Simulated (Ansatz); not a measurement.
Frontier orbitals of CH₆GeTeZn, SMILES `[CH3][Zn][Te][GeH3]`.

Cartesian coordinates in Å:
```
C 0.1348 2.1140 -1.5225
Zn -0.8314 0.7407 -0.5445
Te -2.0676 -1.0198 0.7028
Ge 0.1246 -2.0727 1.4992
H -0.4678 2.4852 -2.3542
H 0.3772 2.9532 -0.8675
H 1.0652 1.7083 -1.9257
H -0.2582 -3.3197 2.3094
H 1.0075 -2.4860 0.3094
H 0.9156 -1.1033 2.3935
```

Charge 0, multiplicity 1. For Zn the d shell is correlated and the shells below it are frozen. Correlated methods include outer-core shells of Ge, Te, which these sets cover unevenly. Scalar relativity is left out up to krypton. Te takes the def2 core potential. All single points use the PBE0-D4/def2-TZVP geometry. It is one conformer, not always the lowest. Basis def2-TZVPP, Ansatz 0.2.0.

```
 functional  HOMO (eV)  LUMO (eV)  gap (eV)
LDA (SPW92)      -5.45      -2.00      3.45
        PBE      -5.32      -1.77      3.55
     revPBE      -5.26      -1.67      3.59
     B97M-V      -5.56      -1.68      3.88
       PBE0      -6.30      -1.02      5.28
    LC-ωPBE      -8.73       0.90      9.63
    ωB97M-V      -8.33       0.52      8.85
```

Against PBE, PBE0 changes HOMO and LUMO by −0.98 and +0.75 eV, ωB97M-V by −3.01 and +2.29 eV. A gap of 3.55 eV thus becomes 8.85 eV for the same molecule, so an orbital gap means little without its functional. A positive LUMO is unbound and depends on the basis.

LC-ωPBE has ω = 0.4 bohr⁻¹.
